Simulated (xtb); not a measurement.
GeH5Si, SMILES [SiH2][GeH3] (connectivity only; charge and spin as stated), charge +1, multiplicity 1. All values are semi-empirical tight-binding results from xtb (GFN2-xTB unless named), good for trends rather than for accurate numbers. Geometry optimised at GFN2-xTB. The spin state was assumed, not searched. The isomer is the one that the SMILES or the coordinates give; other isomers of the formula were not compared.

For metal compounds this method's bond lengths and energies can be far off.

```
Item                                           Value
-------------------------------------  -------------
orbital gap                                  2.95 eV
zero-point energy                      22.6 kcal/mol
G − E(el) at 298.15 K (modified RRHO)   4.4 kcal/mol
```
